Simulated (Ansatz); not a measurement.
Calculated with Ansatz (gas phase, PBE0-D4/def2-TZVP geometries, no zero-point term in ΔE). CBS: MP2 limit from def2 TZ/QZ plus the TZ coupled-cluster correction, frozen cores. This one scheme is used for every species. Triplets are unrestricted, without spin–orbit coupling. def2 core potentials past Kr. For In outer-core shells are correlated without core-valence functions, which leaves a few kJ/mol of doubt a bond. Each species was taken in one conformer, which may not be the lowest.

Reaction (formal loss of a carbene): `C[CH2][InH][SH]` → `[CH2]` (triplet) + `[CH3][InH][SH]`

```json
{"species": "`C[CH2][InH][SH]`", "CCSD(T)/CBS(def2) energy (Eh)": "-667.92823"}
{"species": "`[CH2]` (triplet)", "CCSD(T)/CBS(def2) energy (Eh)": "-39.09499"}
{"species": "`[CH3][InH][SH]`", "CCSD(T)/CBS(def2) energy (Eh)": "-628.67128"}
```

Q: Work out ΔE.

A: ΔE = (-39.09499) + (-628.67128) − (-667.92823) = 0.16196 Eh = +425.2 kJ/mol.

Largest T1 diagnostic among the species: 0.013.

Leaving LDA and LC-ωPBE aside and taking each functional with its dispersion term where it has one, the values, not all of them listed here, spread over 37.2 kJ/mol, from r2SCAN0-D4 to ωB97X-V. LDA lies +74.7 kJ/mol from PBE without D4. From BLYP to BHLYP (50 % exact exchange), in def2-TZVPP and without D4, ΔE moves by −6.5 kJ/mol.
